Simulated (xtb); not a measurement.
xtb input (GFN1-xTB):

```bash
xtb mol.xyz --gfn 1 --opt tight --chrg 1 --uhf 0
```
mol.xyz:
```
4

W      0.06833537     0.12437509     0.10256563
O      1.30943601    -0.68607671    -0.68606428
O     -0.63794453    -1.05820541     1.06265526
F     -1.15874995     0.52783339    -1.17806493
```

Output:

```
           -------------------------------------------------
          |                Calculation Setup                |
           -------------------------------------------------

           -------------------------------------------------
          |                 G F N 1 - x T B                 |
           -------------------------------------------------

        Reference                      10.1021/acs.jctc.7b00118
      * Hamiltonian:
        H0-scaling (s, p, d)           1.850000    2.250000    2.000000
        zeta-weighting                 0.000000
      * Dispersion:
        s8                             2.400000
        a1                             0.630000
        a2                             5.000000
        s9                             0.000000
      * Repulsion:
        kExp                           1.500000
        rExp                           1.000000
      * Coulomb:
        alpha                          2.000000
        third order                    atomic
        anisotropic                    false
      * Halogen bond correction:
        rad-scale                      1.300000
        damping                        0.440000

          ...................................................
          :                      SETUP                      :
          :.................................................:
          :  # basis functions                  22          :
          :  # atomic orbitals                  21          :
          :  # shells                            9          :
          :  # electrons                        24          :
          :  # halogen bonds                     0          :
          :  max. iterations                   250          :
          :  Hamiltonian                  GFN1-xTB          :
          :  restarted?                      false          :
          :  GBSA solvation                  false          :
          :  PC potential                    false          :
          :  electronic temp.          300.0000000     K    :
          :  accuracy                    1.0000000          :
          :  -> integral cutoff          0.2500000E+02      :
          :  -> integral neglect         0.1000000E-07      :
          :  -> SCF convergence          0.1000000E-05 Eh   :
          :  -> wf. convergence          0.2000000E-04 e    :
          :  Broyden damping             0.4000000          :
          :  net charge                          1          :
          :  unpaired electrons                  0          :
          ...................................................

 iter      E             dE          RMSdq      gap      omega  full diag
   1    -16.3341844 -0.163342E+02  0.149E+01    7.53       0.0  T
   2    -16.5390709 -0.204886E+00  0.504E+00    4.20       1.0  T
   3    -16.5445839 -0.551299E-02  0.286E+00    4.53       1.0  T
   4    -16.5440480  0.535934E-03  0.945E-01    4.18       1.0  T
   5    -16.5453705 -0.132254E-02  0.184E-01    4.42       1.0  T
   6    -16.5454472 -0.766894E-04  0.153E-02    4.37       3.3  T
   7    -16.5454477 -0.508031E-06  0.379E-03    4.37      13.2  T
[...]
 printout                       ...        0 min,  0.000 sec (  2.251%)

         :::::::::::::::::::::::::::::::::::::::::::::::::::::
         ::                     SUMMARY                     ::
         :::::::::::::::::::::::::::::::::::::::::::::::::::::
         :: total energy             -16.466064057937 Eh    ::
         :: gradient norm              0.000756825570 Eh/a0 ::
         :: HOMO-LUMO gap              4.148795347465 eV    ::
         ::.................................................::
         :: SCC energy               -16.570872185853 Eh    ::
         :: -> electrostatic           0.332463229432 Eh    ::
         :: repulsion energy           0.105637954667 Eh    ::
         :: dispersion energy         -0.000829826751 Eh    ::
         :: halogen bond corr.         0.000000000000 Eh    ::
         :: add. restraining           0.000000000000 Eh    ::
         :: total charge               1.000000000000 e     ::
         :::::::::::::::::::::::::::::::::::::::::::::::::::::

           -------------------------------------------------
          |                Property Printout                |
           -------------------------------------------------

    * Orbital Energies and Occupations

         #    Occupation            Energy/Eh            Energy/eV
      -------------------------------------------------------------
         1        2.0000           -1.0719956             -29.1705
         2        2.0000           -0.9431710             -25.6650
         3        2.0000           -0.9357020             -25.4617
         4        2.0000           -0.7915991             -21.5405
         5        2.0000           -0.7900498             -21.4983
         6        2.0000           -0.7881474             -21.4466
         7        2.0000           -0.7560990             -20.5745
         8        2.0000           -0.7400076             -20.1366
         9        2.0000           -0.7322030             -19.9243
        10        2.0000           -0.7265691             -19.7710
        11        2.0000           -0.7213543             -19.6290
        12        2.0000           -0.6987660             -19.0144 (HOMO)
        13                         -0.5463006             -14.8656 (LUMO)
        14                         -0.4988273             -13.5738
        15                         -0.4676919             -12.7265
        16                         -0.3439498              -9.3594
        17                         -0.3241238              -8.8199
        18                         -0.2554031              -6.9499
        19                         -0.0372299              -1.0131
        20                          0.1153552               3.1390
        21                          0.3888624              10.5815
      -------------------------------------------------------------
                  HL-Gap            0.1524654 Eh            4.1488 eV
             Fermi-level           -0.6225333 Eh          -16.9400 eV

  Mulliken/CM5 charges         n(s)   n(p)   n(d)
     1W     2.82895  3.50601   0.274  0.633  2.264
     2O    -0.69429 -0.95156   1.741  4.953  0.000
     3O    -0.69429 -0.95156   1.741  4.953  0.000
     4F    -0.44037 -0.60289   1.824  5.616  0.000

Wiberg/Mayer (AO) data.
largest (>0.10) Wiberg bond orders for each atom

 ---------------------------------------------------------------------------
     #   Z sym  total        # sym  WBO       # sym  WBO       # sym  WBO
 ---------------------------------------------------------------------------
     1  74 W    4.906 --     3 O    1.986     2 O    1.986     4 F    0.934
     2   8 O    2.131 --     1 W    1.986     3 O    0.100
     3   8 O    2.131 --     1 W    1.986     2 O    0.100
     4   9 F    1.025 --     1 W    0.934
 ---------------------------------------------------------------------------
Note: The following floating-point exceptions are signalling: IEEE_DENORMAL
normal termination of xtb

Topologies differ in total number of bonds
Writing topology from bond orders to xtbtopo.mol

 dipole moment from electron density (au)
     X       Y       Z
  -0.1057   3.0576   0.5330  total (Debye):    7.893

           -------------------------------------------------
          |                Geometry Summary                 |
           -------------------------------------------------

      molecular mass/u    :      234.8389905
   center of mass at/Å    :       -0.0429153      -0.0736475      -0.0634629
  moments of inertia/u·Å² :        0.6967689E+02   0.8082918E+02   0.1349448E+03
rotational constants/cm⁻¹ :        0.2419401E+00   0.2085588E+00   0.1249224E+00

 * 3 selected distances

     #   Z          #   Z                                           value/Å
     1  74 W        2   8 O                                       1.6693915
     1  74 W        3   8 O                                       1.6693915 (min)
     1  74 W        4   9 F                                       1.7146242 (max)

 * 2 distinct bonds (by element types)

   Z      Z             #   av. dist./Å        max./Å        min./Å
   8 O   74 W           2     1.6693915     1.6693915     1.6693915
   9 F   74 W           1     1.7146242     1.7146242     1.7146242

optimized geometry written to: xtbopt.xyz

           -------------------------------------------------
          | TOTAL ENERGY              -16.466064057937 Eh   |
          | GRADIENT NORM               0.000756825570 Eh/α |
          | HOMO-LUMO GAP               4.148795347465 eV   |
           -------------------------------------------------

------------------------------------------------------------------------
------------------------------------------------------------------------
 total:
 SCF:
 ANC optimizer:
```
